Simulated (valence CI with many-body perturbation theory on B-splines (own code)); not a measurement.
## Zr8+: key properties

Computed by relativistic CI+MBPT: four valence electrons over a frozen Dirac-Fock core [Ar] 3d10, radial functions for each j: 9 s, 9 p, 8 d, 6 f, 3 g, 1 h, with the one-electron correlation potential Σ1, the two-electron term Σ2, the three-electron term Σ3, Breit, model QED; selected CI, second order for the rest, scaled by the run's own slope (own B-spline code, finite nucleus).

No measured spectrum was set against this ion. As an estimate, levels hold to about 250 cm⁻¹ or 0.2 % of their energy and the worst to 1 %, as in measured heavy ions of charge 2 to 7; those with d or f electrons hold less well.

Rates and lifetimes use the calculated energies. Strong lines usually hold to 10 to 20 %, long lifetimes can be off by a factor of two.

What is the ground level?

4s²4p² ³P_0, composition 90 % 4s²4p² ³P + 7 % 4s²4p² ¹S.

Among levels below 469240 cm⁻¹, which E1 lines absorb most strongly from the ground level?

to 4s²4p4d ³D°_1 at 28.18 nm, f = 2.19; to 4s4p³ ³S°_1 at 35.37 nm, f = 0.287; to 4s4p³ ³D°_1 at 48.14 nm, f = 0.194.

How well does LS coupling describe the low levels?

Among the lowest 20 levels the leading LS term, summed over configurations, holds 85 % on average. For single configurations the figures are 79 % in LS and 71 % in jj coupling. Terms mix most in the J = 2 level at 347050 cm⁻¹, where the leading one holds 49 %.

What are the static dipole polarisabilities of the lowest levels?

4s²4p² ³P_0 1.50; 4s²4p² ³P_1 1.53 (tensor 0.044); 4s²4p² ³P_2 1.53 (tensor -0.030); 4s²4p² ¹D_2 1.54 (tensor 0.13) bohr³, of which the core gives 0.0832.

What is the ionisation energy?

153.38 eV; NIST lists 153 ± 2.2 eV (theoretical).
